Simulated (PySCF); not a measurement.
Ca(F)2, CaF2, SMILES [F][Ca][F], CAM-B3LYP/def2-SVP optimised geometry.

```
3

Ca    -0.21    -0.61     0.00
F      1.76    -0.61     0.00
F     -1.76     0.61     0.00
```

Density from CAM-B3LYP/def2-TZVP in PySCF at that geometry.

Minimum of the electron density along straight lines between bonded atoms, close to the bond critical point (lines longer than 1.1 times the sum of covalent radii, or with two minima, are not listed):

| bond | length / Å | ρ at the minimum / e bohr⁻³ | ∇²ρ there / e bohr⁻⁵ | position (fraction from the first atom) |
|---|---|---|---|---|
| Ca1–F2 | 1.969 | 0.090 | 0.54 | 0.52 |
| Ca1–F3 | 1.969 | 0.090 | 0.54 | 0.52 |
